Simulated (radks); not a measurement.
Species: the gadolinium ion Gd13+. Configuration: [Kr] 4d10 4f5 (the NIST ground configuration). Calculated with a radial shooting solver on a logarithmic mesh with Libxc functionals: scalar-relativistic Kohn-Sham, LDA (Slater exchange, VWN5 correlation), spin-polarised, spherical densities, finite nucleus; open shells are filled with parallel spins first (spin-orbit coupling, left out, can overturn this in heavy ions); Fermi nuclear charge, rms radius 5.1569 fm.

Unscreened Slater integrals over Kohn-Sham orbitals (hartree). They are taken over the spin-up orbitals.

F0(4f,4f): 1.3266
F2(4f,4f): 0.66502
F4(4f,4f): 0.42478
F6(4f,4f): 0.30784
F0(4f,4d): 1.3825
F2(4f,4d): 0.68811
F4(4f,4d): 0.44570
G1(4f,4d): 0.80317
G3(4f,4d): 0.51509
G5(4f,4d): 0.36729
F0(4f,4p): 1.4238
F2(4f,4p): 0.71546
G2(4f,4p): 0.62643
G4(4f,4p): 0.43667
F0(4f,4s): 1.4563
G3(4f,4s): 0.52145
F0(4d,4d): 1.4571
F2(4d,4d): 0.74413
F4(4d,4d): 0.49983
F0(4d,4p): 1.5021
F2(4d,4p): 0.77312
G1(4d,4p): 0.98103
G3(4d,4p): 0.61637
F0(4d,4s): 1.5375
G2(4d,4s): 0.76512
F0(4p,4p): 1.5535
F2(4p,4p): 0.81479
F0(4p,4s): 1.5925
G1(4p,4s): 1.0826
F0(4s,4s): 1.6353

Derived for the open shells (J is the average intra-shell exchange parameter used in DFT+U). 4f: F4/F2 = 0.639, F6/F2 = 0.463, J = (286 F2 + 195 F4 + 250 F6)/6435 = 0.05439 hartree.
